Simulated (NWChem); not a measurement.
# heptafluoropropane (C₃HF₇); SMILES C(F)(C(F)C(F)(F)F)(F)F

```xyz
11

F     -1.8105    -0.0946     0.0000
C     -0.5222    -0.5147     0.0000
C      0.1409    -0.0262    -1.2887
F     -0.5315    -0.5032    -2.3305
F      1.3933    -0.4672    -1.3582
F      0.1503     1.2965    -1.3693
C      0.1409    -0.0262     1.2887
F      0.1503     1.2965     1.3693
F     -0.5315    -0.5032     2.3305
F      1.3933    -0.4672     1.3582
H     -0.4804    -1.6166     0.0000
```
Atoms are numbered in this order, from 1.

Results from NWChem. Pople sets run with spherical d functions. The geometry was optimised at PBE0/def2-SVP.

Problem. Predict the results for PBE0/6-31+G*. Quantities: highest occupied level (eV); orbital gap (eV); dipole (D).

Solution. 
```json
{
 "highest occupied level (eV)": "-11.02",
 "orbital gap (eV)": "11.16",
 "dipole (D)": "1.47"
}
```
